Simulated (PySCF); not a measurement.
Computed with PBE-D3(BJ)/def2-TZVP // B3LYP-D3(BJ)/def2-TZVP (PySCF). Isolated molecules, 0 K electronic values unless said otherwise. One relaxed conformer stands for a flexible species; it need not be the lowest. Excitations are Tamm–Dancoff values on a coarser integration grid. The basis has no diffuse functions, so Rydberg states are missing or too high.

Reference species (SMILES): `N=C=[SiH]N` (neutral, multiplicity 1).

```yaml
T1 excitation (TDA): 1.72 eV
S1 oscillator strength: 0.003
S1 excitation (TDA): 2.87 eV
```

After one change: the T1 excitation (TDA) increases by 3.30 eV; the S1 oscillator strength stays essentially unchanged; the S1 excitation (TDA) goes up by 2.38 eV.

Question: Name the change that produced these shifts. The new species is one of these.
(A) `N#CN[SiH3]`
(B) `N=C=N[SiH3]`
(C) `[H]/N=C\[SiH]=N\[H]` (N–C–Si–N torsion 0°)
(D) `[H]/N=C\N=[SiH2]` (N–C–N–Si torsion 87°)

Answer: A, `N#CN[SiH3]`
